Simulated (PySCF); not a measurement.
Isomers of C5H10O3Si, from PBE0-D3(BJ)/def2-SVP geometry optimisation, gas phase in PySCF 2.14.0. One conformer each, no zero-point energy, no frequencies.

Problem. Which is lowest in electronic energy at this level?
A. `[CH2:1]=[CH:2][CH2:3][Si:4]1([OH:5])[O:6][CH2:7][CH2:8][O:9]1` with C1–C2–C3–Si4 -96°, C2–C3–Si4–O5 -173°, C3–Si4–O5–H -173°, C3–Si4–O6–C7 -104°, Si4–O6–C7–C8 -28°, O6–C7–C8–O9 33°, C7–C8–O9–Si4 -24°: A = 1806, B = 1286, C = 977.2 MHz, dipole 1.58 D
B. `[CH2:1]=[CH:2][CH2:3][O:4][SiH2:5][O:6][C:7]([CH3:8])=[O:9]` with C1–C2–C3–O4 131°, C2–C3–O4–Si5 167°, C3–O4–Si5–O6 -163°, O4–Si5–O6–C7 -179°, Si5–O6–C7–C8 179°: A = 4884, B = 485.7, C = 450.6 MHz, dipole 1.40 D
C. `[CH3:1][C:2](=[O:3])[O:4][Si@@H:5]1[CH2:6][CH2:7][CH2:8][O:9]1` with C1–C2–O4–Si5 -178°, C2–O4–Si5–C6 -71°, O4–Si5–C6–C7 -123°, Si5–C6–C7–C8 31°, C6–C7–C8–O9 -40°, C7–C8–O9–Si5 30°: A = 3301, B = 836.0, C = 759.8 MHz, dipole 1.65 D

Solution. C. That is `CC(=O)O[Si@@H]1CCCO1`, 2.8 kcal/mol below the next.

| SMILES | mapped SMILES | E (Eh) | relative (kcal/mol) | relative (kJ/mol) | dipole (D) |
| --- | --- | --- | --- | --- | --- |
| CC(=O)O[Si@@H]1CCCO1 | [CH3:1][C:2](=[O:3])[O:4][Si@@H:5]1[CH2:6][CH2:7][CH2:8][O:9]1 | -710.83828 | 0.0 | 0.0 | 1.65 |
| C=CC[Si]1(O)OCCO1 | [CH2:1]=[CH:2][CH2:3][Si:4]1([OH:5])[O:6][CH2:7][CH2:8][O:9]1 | -710.83381 | 2.8 | 11.7 | 1.58 |
| C=CCO[SiH2]OC(C)=O | [CH2:1]=[CH:2][CH2:3][O:4][SiH2:5][O:6][C:7]([CH3:8])=[O:9] | -710.78369 | 34.3 | 143.3 | 1.40 |

As drawn, the lowest has an Si–C bond, which the highest lacks; the highest has a C=C bond outside aromatic rings, which the lowest lacks.
